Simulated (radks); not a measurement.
Values are calculated unless marked as measured or tabulated.
These are the eigenvalues of the occupied orbitals of an atom or ion with whole-number occupations (hartree). Level of theory: scalar-relativistic Kohn-Sham, PBE, spin-polarised, spherical densities, point nucleus (a radial shooting solver on a logarithmic mesh with Libxc functionals).

orbital  eigenvalue
1s up     -555.1643
1s down   -555.1552
2s up     -76.43122
2s down   -76.42620
2p up     -68.06077
2p down   -68.05217
3s up     -13.53965
3s down   -13.52767
3p up     -10.85172
3p down   -10.83807
3d up      -6.40461
3d down    -6.38840
4s up      -3.48868
4s down    -3.37675
4p up      -2.80382

Which element is it, and in what charge state? The configuration may be excited. Open shells, if any, are filled with parallel spins first.

Answer. Z = 37, rubidium, charge +5: Rb5+ in [Ar] 3d10 4s2 4p2. The list shows which subshells hold electrons but not how many an open one holds; the 1s level, -555.16 hartree, gives Z - s = 33.3 by -(Z - s)^2/2, which with screening and relativity narrows Z to a few neighbours, and the depths of the outer levels then fix element, charge and occupations together.
